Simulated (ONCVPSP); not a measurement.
## Potentials for O compared

Generated with ld1.x 7.5 (TM, RRKJ, ultrasoft, PAW), atompaw 4.2 or ONCVPSP 4.0.1. The cutoff is in Ry: for ld1.x and atompaw files where the sum of valence levels is converged to 10 mRy in a Bessel basis, for ONCV files where the hardest occupied wave has 1 mHa per electron of residual kinetic energy. The error is the largest all-electron minus pseudo excitation energy over each file’s own four to seven test configurations (ionisations up to +4, promotions, holes and added fractions of an electron), all of which were solved. The labels leave out finer settings (local radius, basis sizes, second energies), which also bear on the numbers. Spin-polarised tests are not counted. The rows are a selection from randomly drawn settings: files with unsolved tests, undetermined cutoffs or missed reference levels are left out.

A true bound ghost makes a file unfit for plane-wave use even where its test errors are small: the radial tests pick states by their node count and pass the ghost by.

```csv
potential,cutoff (Ry),largest error (meV),bound ghosts
"ONCV, PBE, scalar-relativistic, rc 0.60/2.05 (sp), local s, core correction yes, reference 2s2 2p4, qcut 11.9/7.1, projectors 0/2",297,+2857,none
"ONCV, PBEsol, scalar-relativistic, rc 0.90/1.45/1.50 (spd), local smoothed, core correction yes, reference 2s2 2p3.5, qcut 9.2/9.7/7.3, projectors 1/3/2",77,+123,none
"ONCV, PW91, non-relativistic, rc 0.80/2.00/2.00 (spd), local s, core correction yes, reference 2s2 2p3.5, qcut 10.5/6.6/5.7, projectors 0/2/1",85,+5769,none
"ONCV, PBE, scalar-relativistic, rc 0.90/1.55 (sp), local smoothed, core correction yes, reference 2s2 2p3.5, qcut 5.7/9.3, projectors 1/3",454,+174,none
"ONCV, LDA (Perdew-Wang 92), scalar-relativistic, rc 0.90/1.55/1.70 (spd), local s, core correction no, reference 2s2 2p3, qcut 7.3/7.7/6, projectors 0/2/2",176,+857,none
"ONCV, PBE, scalar-relativistic, rc 0.60/1.05/1.00 (spd), local smoothed, core correction no, reference 2s1.5 2p4.5, qcut 13.7/7.1/11.4, projectors 2/2/1",314,+156,s
"ONCV, PBE, scalar-relativistic, rc 0.55/1.35 (sp), local s, core correction yes, reference 2s2 2p3, qcut 13.6/9.6, projectors 0/2",297,+419,none
```

(1) Fill in the row for O: ONCV, PBE, scalar-relativistic, rc 0.40/1.15 (sp), local smoothed, core correction no, reference 1s2 2s2 2p3.5, qcut 27/9.4, projectors 2/2.

(2) Fill in the row for O: ONCV, PBEsol, scalar-relativistic, rc 0.85/1.35/1.45 (spd), local smoothed, core correction yes, reference 2s1.5 2p4.5, qcut 6.6/8.7/6.2, projectors 3/1/1.

Answers

(1) cutoff 681 Ry, largest error +313 meV, bound ghosts: none.

(2) cutoff 289 Ry, largest error +141 meV, bound ghosts: s.
